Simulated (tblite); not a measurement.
Compound: C₆H₁₀B₂.
SMILES with atom numbers: `[BH2:1][BH:2][C@@H:3]1[CH2:4][CH2:5][C:6]12[CH:7]=[CH:8]2` (hydrogens: H9, H10 on B1; H11 on B2; H12 on C3; H13, H14 on C4; H15, H16 on C5; H17 on C7; H18 on C8)

Computed with GFN2-xTB (tblite), gas phase: L-BFGS steps from a force-field or distance-geometry start until the largest atomic force falls under 0.01 eV/Å.

Step 11: E = -550.9505 eV
```
atom  x, y, z in Å  |  force x, y, z in eV/Å
B1      2.7506    0.4184    0.5983    0.066   0.100  -0.077
B2      1.7001   -0.6351   -0.1416    0.162   0.142   0.191
C3      0.1686   -0.6639    0.2573    0.240  -0.005  -0.022
C4     -0.7629   -1.5529   -0.5983    0.016  -0.085   0.044
C5     -1.6208   -0.3375   -0.9815    0.057   0.238   0.168
C6     -0.8089    0.5128   -0.0085    0.235  -0.153   0.266
C7     -1.3366    1.4221    1.0454   -0.463  -0.051   0.107
C8     -0.6759    2.0003    0.0851    0.253   0.136  -0.136
H9      2.6030    1.5839    0.7214    0.004  -0.153  -0.206
H10     3.7458    0.0234    1.0968   -0.218  -0.036   0.110
H11     2.0577   -1.5400   -0.8215   -0.067   0.327  -0.077
H12     0.1674   -0.9152    1.3327   -0.203  -0.023  -0.204
H13    -1.2669   -2.3286   -0.0304   -0.262   0.046   0.079
H14    -0.2669   -2.0408   -1.4315    0.038   0.045  -0.141
H15    -1.4906   -0.0076   -2.0168   -0.140  -0.170   0.110
H16    -2.6830   -0.3933   -0.7297    0.084  -0.071  -0.169
H17    -1.9410    1.5221    1.9133    0.039  -0.068   0.104
H18    -0.3483    2.9380   -0.3020    0.160  -0.221  -0.146
```

Step 12: E = -550.9833 eV
```
atom  x, y, z in Å  |  force x, y, z in eV/Å
B1      2.7604    0.4168    0.6110   -0.110   0.133  -0.153
B2      1.7065   -0.6183   -0.1321   -0.015  -0.061   0.131
C3      0.1681   -0.6819    0.2560    0.207   0.108   0.054
C4     -0.7748   -1.5622   -0.6026    0.141  -0.093   0.131
C5     -1.6229   -0.3370   -0.9781   -0.001   0.119   0.111
C6     -0.8082    0.4978    0.0041    0.199  -0.135   0.070
C7     -1.3362    1.4184    1.0441   -0.490  -0.023   0.249
C8     -0.6686    1.9841    0.0831    0.339   0.355  -0.176
H9      2.6221    1.5810    0.6889   -0.006   0.015  -0.183
H10     3.7434    0.0432    1.1265   -0.052  -0.153   0.191
H11     2.0628   -1.4971   -0.8447   -0.033   0.310  -0.096
H12     0.1583   -0.9366    1.3290   -0.167  -0.062  -0.169
H13    -1.2853   -2.3314   -0.0227   -0.158   0.123  -0.067
H14    -0.2814   -2.0455   -1.4415   -0.012   0.001  -0.074
H15    -1.4846   -0.0083   -2.0158   -0.167  -0.153   0.213
H16    -2.6886   -0.3953   -0.7309    0.159  -0.030  -0.195
H17    -1.9398    1.5498    1.9075    0.010  -0.130   0.132
H18    -0.3399    2.9288   -0.2934    0.155  -0.325  -0.169
```

Step 13: E = -551.0142 eV
```
atom  x, y, z in Å  |  force x, y, z in eV/Å
B1      2.7680    0.4173    0.6224   -0.181   0.130  -0.166
B2      1.7139   -0.6038   -0.1191   -0.172  -0.214   0.022
C3      0.1708   -0.6992    0.2547    0.089   0.160   0.122
C4     -0.7844   -1.5726   -0.6051    0.221  -0.029   0.155
C5     -1.6236   -0.3355   -0.9711   -0.004  -0.062   0.037
C6     -0.8044    0.4830    0.0194    0.085  -0.005  -0.106
C7     -1.3418    1.4174    1.0424   -0.314   0.034   0.209
C8     -0.6578    1.9702    0.0828    0.253   0.320  -0.043
H9      2.6424    1.5804    0.6522   -0.009   0.146  -0.175
H10     3.7395    0.0610    1.1603    0.034  -0.214   0.236
H11     2.0676   -1.4483   -0.8719    0.007   0.286  -0.097
H12     0.1463   -0.9601    1.3219   -0.107  -0.109  -0.051
H13    -1.3065   -2.3339   -0.0171   -0.032   0.185  -0.179
H14    -0.2969   -2.0522   -1.4521   -0.064  -0.023   0.013
H15    -1.4826   -0.0116   -2.0107   -0.140  -0.099   0.245
H16    -2.6926   -0.3976   -0.7371    0.183   0.009  -0.146
H17    -1.9394    1.5759    1.9054   -0.019  -0.178   0.130
H18    -0.3272    2.9159   -0.2890    0.171  -0.336  -0.204
```

**Question.** Estimate the geometry and energy of step 14. (The exact step hangs on the optimiser's Hessian estimate; all steps are aligned on step 13, rigid shifts and turns removed.)

**Answer.** E = -551.0441 eV, largest force 0.411 eV/Å
```
atom  x, y, z in Å  |  force x, y, z in eV/Å
B1      2.7734    0.4200    0.6322   -0.139   0.092  -0.103
B2      1.7189   -0.5927   -0.1049   -0.251  -0.253  -0.072
C3      0.1745   -0.7148    0.2553   -0.066   0.148   0.161
C4     -0.7905   -1.5831   -0.6055    0.222   0.068   0.114
C5     -1.6230   -0.3360   -0.9623    0.033  -0.201  -0.024
C6     -0.7994    0.4697    0.0342   -0.066   0.163  -0.204
C7     -1.3511    1.4185    1.0410   -0.021   0.083   0.060
C8     -0.6442    1.9577    0.0854    0.052   0.120   0.167
H9      2.6638    1.5829    0.6100   -0.001   0.196  -0.172
H10     3.7349    0.0763    1.1999   -0.014  -0.201   0.201
H11     2.0728   -1.3918   -0.9030    0.038   0.233  -0.097
H12     0.1319   -0.9870    1.3138   -0.039  -0.141   0.106
H13    -1.3294   -2.3339   -0.0146    0.092   0.199  -0.233
H14    -0.3145   -2.0603   -1.4627   -0.084  -0.039   0.101
H15    -1.4832   -0.0168   -2.0011   -0.073  -0.023   0.182
H16    -2.6941   -0.3997   -0.7465    0.150   0.027  -0.044
H17    -1.9397    1.5998    1.9063   -0.039  -0.215   0.101
H18    -0.3098    2.8976   -0.2891    0.208  -0.256  -0.245
```

The energy changes by -0.0299 eV. The first-order estimate −F·Δx gives -0.0409 eV and the mean of the old and new forces, exact on a quadratic surface, -0.0299 eV. The step makes an angle of 72° with the force vector and moves no atom by more than 0.065 Å.

What follows is the cost of the whole relaxation. On an Arm Neoverse V2 with one thread, shared host with 32 logical CPUs at a one-minute load of 25, this took 0.84 s.
